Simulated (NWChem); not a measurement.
C3H6Se; SMILES C=CC[SeH]

```xyz
10

C      0.4055     2.7582    -0.2140
C     -0.0641     1.7071     0.4624
C     -0.8307     0.5889    -0.1487
Se     0.0925    -1.1429     0.0118
H      0.2422     2.8654    -1.2915
H      0.9680     3.5512     0.2852
H      0.1265     1.6262     1.5393
H     -1.7793     0.4128     0.3829
H     -1.0621     0.7751    -1.2067
H      1.2963    -0.6980    -0.7073
```
Atoms are numbered in this order, from 1.

Computed with NWChem. Medium grid unless said otherwise, to which SCAN and Minnesota functionals are sensitive. Geometry: optimised at PBE0/def2-SVP.

Problem. Order these by “highest occupied level (eV)”, lowest first: PBE/def2-SVP; PBE0/def2-SVP; r2SCAN/def2-SVP; B3LYP/def2-SVP.

Solution. PBE0/def2-SVP (-6.43), B3LYP/def2-SVP (-6.15), r2SCAN/def2-SVP (-5.54), PBE/def2-SVP (-5.23)
